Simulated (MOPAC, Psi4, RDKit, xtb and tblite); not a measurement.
Conformational energy of C8H7N, SMILES c1c(cccc1N)C#C. Scanned: dihedral C6–C7–N8–H14; all other coordinates were relaxed at GFN2-xTB. Heavy atoms are numbered in the order of the SMILES C#Cc1cccc(N)c1, hydrogens after them in the order of the atoms that carry them; the mirror image has the same energies with the sign of each dihedral reversed.

Levels of theory: GFN2-xTB (xtb and tblite); UFF // GFN2-xTB (RDKit); PM6, restricted, heats of formation // GFN2-xTB (MOPAC); PBE-D3(BJ)/def2-SVP // GFN2-xTB (Psi4).

Energies relative to the lowest point of each profile, in kJ/mol; the last columns give the difference from PBE-D3(BJ):

```json
[
 {"φ / °": "-165", "GFN2-xTB": "0.0", "UFF": "8.1", "PM6": "0.0", "PBE-D3(BJ)/def2-SVP": "0.0", "GFN2-xTB − PBE-D3(BJ)/def2-SVP": "0.0", "UFF − PBE-D3(BJ)/def2-SVP": "8.0", "PM6 − PBE-D3(BJ)/def2-SVP": "0.0"},
 {"φ / °": "-150", "GFN2-xTB": "1.0", "UFF": "13.3", "PM6": "0.6", "PBE-D3(BJ)/def2-SVP": "0.6", "GFN2-xTB − PBE-D3(BJ)/def2-SVP": "0.3", "UFF − PBE-D3(BJ)/def2-SVP": "12.7", "PM6 − PBE-D3(BJ)/def2-SVP": "0.0"},
 {"φ / °": "-135", "GFN2-xTB": "4.9", "UFF": "20.4", "PM6": "3.5", "PBE-D3(BJ)/def2-SVP": "4.2", "GFN2-xTB − PBE-D3(BJ)/def2-SVP": "0.7", "UFF − PBE-D3(BJ)/def2-SVP": "16.2", "PM6 − PBE-D3(BJ)/def2-SVP": "-0.7"},
 {"φ / °": "-120", "GFN2-xTB": "11.0", "UFF": "28.6", "PM6": "7.6", "PBE-D3(BJ)/def2-SVP": "10.0", "GFN2-xTB − PBE-D3(BJ)/def2-SVP": "1.0", "UFF − PBE-D3(BJ)/def2-SVP": "18.6", "PM6 − PBE-D3(BJ)/def2-SVP": "-2.4"},
 {"φ / °": "-105", "GFN2-xTB": "18.2", "UFF": "36.8", "PM6": "12.1", "PBE-D3(BJ)/def2-SVP": "17.2", "GFN2-xTB − PBE-D3(BJ)/def2-SVP": "1.0", "UFF − PBE-D3(BJ)/def2-SVP": "19.6", "PM6 − PBE-D3(BJ)/def2-SVP": "-5.1"},
 {"φ / °": "-90", "GFN2-xTB": "24.1", "UFF": "44.6", "PM6": "14.8", "PBE-D3(BJ)/def2-SVP": "23.2", "GFN2-xTB − PBE-D3(BJ)/def2-SVP": "0.9", "UFF − PBE-D3(BJ)/def2-SVP": "21.4", "PM6 − PBE-D3(BJ)/def2-SVP": "-8.4"},
 {"φ / °": "-75", "GFN2-xTB": "16.3", "UFF": "37.4", "PM6": "10.7", "PBE-D3(BJ)/def2-SVP": "15.6", "GFN2-xTB − PBE-D3(BJ)/def2-SVP": "0.7", "UFF − PBE-D3(BJ)/def2-SVP": "21.8", "PM6 − PBE-D3(BJ)/def2-SVP": "-4.8"},
 {"φ / °": "-60", "GFN2-xTB": "9.0", "UFF": "28.5", "PM6": "6.2", "PBE-D3(BJ)/def2-SVP": "8.4", "GFN2-xTB − PBE-D3(BJ)/def2-SVP": "0.6", "UFF − PBE-D3(BJ)/def2-SVP": "20.1", "PM6 − PBE-D3(BJ)/def2-SVP": "-2.3"},
 {"φ / °": "-45", "GFN2-xTB": "3.5", "UFF": "19.7", "PM6": "2.3", "PBE-D3(BJ)/def2-SVP": "3.1", "GFN2-xTB − PBE-D3(BJ)/def2-SVP": "0.3", "UFF − PBE-D3(BJ)/def2-SVP": "16.6", "PM6 − PBE-D3(BJ)/def2-SVP": "-0.8"},
 {"φ / °": "-30", "GFN2-xTB": "0.4", "UFF": "12.3", "PM6": "0.2", "PBE-D3(BJ)/def2-SVP": "0.2", "GFN2-xTB − PBE-D3(BJ)/def2-SVP": "0.1", "UFF − PBE-D3(BJ)/def2-SVP": "12.0", "PM6 − PBE-D3(BJ)/def2-SVP": "-0.1"},
 {"φ / °": "-15", "GFN2-xTB": "0.2", "UFF": "6.5", "PM6": "0.3", "PBE-D3(BJ)/def2-SVP": "0.2", "GFN2-xTB − PBE-D3(BJ)/def2-SVP": "0.0", "UFF − PBE-D3(BJ)/def2-SVP": "6.3", "PM6 − PBE-D3(BJ)/def2-SVP": "0.1"},
 {"φ / °": "0", "GFN2-xTB": "2.1", "UFF": "0.0", "PM6": "2.2", "PBE-D3(BJ)/def2-SVP": "1.6", "GFN2-xTB − PBE-D3(BJ)/def2-SVP": "0.5", "UFF − PBE-D3(BJ)/def2-SVP": "-1.6", "PM6 − PBE-D3(BJ)/def2-SVP": "0.6"},
 {"φ / °": "15", "GFN2-xTB": "0.2", "UFF": "6.4", "PM6": "0.3", "PBE-D3(BJ)/def2-SVP": "0.2", "GFN2-xTB − PBE-D3(BJ)/def2-SVP": "0.1", "UFF − PBE-D3(BJ)/def2-SVP": "6.2", "PM6 − PBE-D3(BJ)/def2-SVP": "0.1"},
 {"φ / °": "30", "GFN2-xTB": "0.4", "UFF": "12.3", "PM6": "0.2", "PBE-D3(BJ)/def2-SVP": "0.3", "GFN2-xTB − PBE-D3(BJ)/def2-SVP": "0.1", "UFF − PBE-D3(BJ)/def2-SVP": "12.0", "PM6 − PBE-D3(BJ)/def2-SVP": "-0.1"},
 {"φ / °": "45", "GFN2-xTB": "3.5", "UFF": "19.7", "PM6": "2.3", "PBE-D3(BJ)/def2-SVP": "3.1", "GFN2-xTB − PBE-D3(BJ)/def2-SVP": "0.3", "UFF − PBE-D3(BJ)/def2-SVP": "16.5", "PM6 − PBE-D3(BJ)/def2-SVP": "-0.8"},
 {"φ / °": "60", "GFN2-xTB": "9.0", "UFF": "28.5", "PM6": "6.2", "PBE-D3(BJ)/def2-SVP": "8.5", "GFN2-xTB − PBE-D3(BJ)/def2-SVP": "0.6", "UFF − PBE-D3(BJ)/def2-SVP": "20.1", "PM6 − PBE-D3(BJ)/def2-SVP": "-2.3"},
 {"φ / °": "75", "GFN2-xTB": "16.3", "UFF": "37.4", "PM6": "10.7", "PBE-D3(BJ)/def2-SVP": "15.5", "GFN2-xTB − PBE-D3(BJ)/def2-SVP": "0.7", "UFF − PBE-D3(BJ)/def2-SVP": "21.8", "PM6 − PBE-D3(BJ)/def2-SVP": "-4.8"},
 {"φ / °": "90", "GFN2-xTB": "24.1", "UFF": "44.6", "PM6": "14.8", "PBE-D3(BJ)/def2-SVP": "23.2", "GFN2-xTB − PBE-D3(BJ)/def2-SVP": "0.9", "UFF − PBE-D3(BJ)/def2-SVP": "21.4", "PM6 − PBE-D3(BJ)/def2-SVP": "-8.3"},
 {"φ / °": "105", "GFN2-xTB": "18.2", "UFF": "36.8", "PM6": "12.1", "PBE-D3(BJ)/def2-SVP": "17.2", "GFN2-xTB − PBE-D3(BJ)/def2-SVP": "1.0", "UFF − PBE-D3(BJ)/def2-SVP": "19.6", "PM6 − PBE-D3(BJ)/def2-SVP": "-5.1"},
 {"φ / °": "120", "GFN2-xTB": "11.0", "UFF": "28.6", "PM6": "7.6", "PBE-D3(BJ)/def2-SVP": "10.0", "GFN2-xTB − PBE-D3(BJ)/def2-SVP": "1.0", "UFF − PBE-D3(BJ)/def2-SVP": "18.6", "PM6 − PBE-D3(BJ)/def2-SVP": "-2.4"},
 {"φ / °": "135", "GFN2-xTB": "4.9", "UFF": "20.4", "PM6": "3.5", "PBE-D3(BJ)/def2-SVP": "4.2", "GFN2-xTB − PBE-D3(BJ)/def2-SVP": "0.7", "UFF − PBE-D3(BJ)/def2-SVP": "16.2", "PM6 − PBE-D3(BJ)/def2-SVP": "-0.7"},
 {"φ / °": "150", "GFN2-xTB": "1.0", "UFF": "13.4", "PM6": "0.6", "PBE-D3(BJ)/def2-SVP": "0.6", "GFN2-xTB − PBE-D3(BJ)/def2-SVP": "0.3", "UFF − PBE-D3(BJ)/def2-SVP": "12.7", "PM6 − PBE-D3(BJ)/def2-SVP": "0.0"},
 {"φ / °": "165", "GFN2-xTB": "0.0", "UFF": "8.1", "PM6": "0.0", "PBE-D3(BJ)/def2-SVP": "0.0", "GFN2-xTB − PBE-D3(BJ)/def2-SVP": "0.0", "UFF − PBE-D3(BJ)/def2-SVP": "8.1", "PM6 − PBE-D3(BJ)/def2-SVP": "0.0"},
 {"φ / °": "180", "GFN2-xTB": "2.1", "UFF": "0.9", "PM6": "2.2", "PBE-D3(BJ)/def2-SVP": "1.8", "GFN2-xTB − PBE-D3(BJ)/def2-SVP": "0.4", "UFF − PBE-D3(BJ)/def2-SVP": "-0.9", "PM6 − PBE-D3(BJ)/def2-SVP": "0.4"}
]
```

GFN2-xTB is furthest from PBE-D3(BJ)/def2-SVP at 105 (1.0 kJ/mol, above); its mean absolute difference over the points is 0.5 kJ/mol.

UFF is furthest from PBE-D3(BJ)/def2-SVP at 75 (21.8 kJ/mol, above); its mean absolute difference over the points is 14.5 kJ/mol.

PM6 is furthest from PBE-D3(BJ)/def2-SVP at -90 (-8.4 kJ/mol, below); its mean absolute difference over the points is 2.1 kJ/mol.
